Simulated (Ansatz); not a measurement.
Reaction (ligand exchange at a Ti–F bond): `[F][Ti]([F])([F])[Cl]` + HCl → `[F][Ti]([F])([Cl])[Cl]` + H–F

Isolated molecules relaxed with PBE0-D4/def2-TZVP in Ansatz; ΔE leaves out vibrations. CCSD(T)/CBS is the MP2 limit (def2-TZVPP, def2-QZVPP) plus CCSD(T) − MP2 in def2-TZVPP, frozen cores. This one scheme is used for every species. DFT in def2-TZVPP. B3LYP here is the variant with VWN-RPA as its local correlation; programs differ in this. HSE06 is defined as in plane-wave codes. For Ti outer-core shells are correlated without core-valence functions, which leaves a few kJ/mol of doubt a bond. Scalar relativity is left out up to krypton.

```
             level  ΔE (kJ/mol)  difference from CCSD(T)/CBS
       LDA (SPW92)         21.9                          9.5
            PBE-D4         22.0                          9.6
         revPBE-D4         21.7                          9.3
           BLYP-D4         24.7                         12.3
         r2SCAN-D4         23.6                         11.2
            B97M-V         24.5                         12.1
           PBE0-D4         18.5                          6.1
          B3LYP-D4         22.1                          9.7
        r2SCANh-D4         21.8                          9.4
          HSE06-D4         18.0                          5.6
          BHLYP-D4         20.8                          8.4
           ωB97X-V         31.1                         18.7
           ωB97M-V         26.2                         13.8
            B2PLYP         20.6                          8.2
          PBE-QIDH         15.2                          2.8
               PBE         25.2                         12.8
            revPBE         26.7                         14.3
              BLYP         30.8                         18.4
            r2SCAN         24.3                         11.9
              PBE0         21.3                          8.9
           r2SCANh         22.6                         10.2
           r2SCAN0         20.6                          8.2
             HSE06         20.7                          8.3
             BHLYP         26.3                         13.9
         CAM-B3LYP         33.4                         21.0
           LC-ωPBE         36.6                         24.2
RPA@PBE/def2-TZVPP         23.0                         10.6
       HF/def2-SVP         36.4                         24.0
      MP2/def2-SVP         32.7                         20.3
     CCSD/def2-SVP         42.6                         30.2
  CCSD(T)/def2-SVP         36.1                         23.7
     HF/def2-TZVPP         30.6                         18.2
    MP2/def2-TZVPP         10.4                         -2.0
SCS-MP2/def2-TZVPP         18.4                          6.0
   CCSD/def2-TZVPP         25.4                         13.0
CCSD(T)/def2-TZVPP         19.7                          7.3
     HF/def2-QZVPP         30.9                         18.5
    MP2/def2-QZVPP          6.3                         -6.1
      HF/CBS(def2)         31.0                         18.6
    CCSD/CBS(def2)         18.2                          5.8
       CCSD(T)/CBS         12.4                            0
```

Largest T1 diagnostic among the species: 0.024, so the coupled-cluster value is less sure than usual.

From PBE to PBE0 (25 % exact exchange), in def2-TZVPP and without D4, ΔE moves by −3.8 kJ/mol. In def2-TZVPP, CCSD(T) changes the Hartree–Fock value by −11.0 kJ/mol (the triples alone add −5.8 kJ/mol) and MP2 by −20.2 kJ/mol. At CCSD(T), def2-SVP lies +23.6 kJ/mol from the extrapolated value and def2-TZVPP +7.2 kJ/mol.
